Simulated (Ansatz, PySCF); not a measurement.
This PySCF input computes a r2SCAN/def2-TZVPD energy:

```python
from pyscf import gto, scf, dft

mol = gto.M(
    atom='''
    Ge    0.00474138   -0.00523011    0.31730898
    F     0.69536119    1.27057939   -0.55383190
    F    -0.71221944   -1.25198345   -0.57437779
    ''',
    basis='def2-tzvpd',
    charge=1,
    spin=1,
    verbose=4,
)

mf = dft.UKS(mol, xc='r2scan').density_fit(auxbasis='def2-universal-jkfit')
mf.grids.level = 4
mf.conv_tol = 1e-9
mf.max_cycle = 100
mf.max_memory = 1500
mf.kernel()
if not mf.converged:
    mf = mf.newton()
    mf.kernel(mf.make_rdm1())
for _ in range(2):
    mo, _, stable, _ = mf.stability(return_status=True)
    if stable:
        break
    mf.kernel(mf.make_rdm1(mo, mf.mo_occ))
mf.analyze()
```

Task: Write an input for the same energy in Ansatz (a quantum-chemistry and plane-wave program) and say what it gives.

Result: 
Ansatz 0.2 input:
```yaml
crystal:
  periodic: [false, false, false]
  atoms:
    - {symbol: Ge, position_ang: [0.00474138, -0.00523011, 0.31730898]}
    - {symbol: F, position_ang: [0.69536119, 1.27057939, -0.55383190]}
    - {symbol: F, position_ang: [-0.71221944, -1.25198345, -0.57437779]}
basis:
  gaussian:
    orbitals: def2-TZVPD
hamiltonian:
  xc: {name: r2SCAN}
total_charge: 1
magnetization: {spin_polarized: true, initial_magnetization: 1}
output: {forces: true}
```
It gives -2276.35986 Eh, and PySCF -2276.35995 Eh, a difference of 0.09 mEh, from the treatment of integrals and grids.
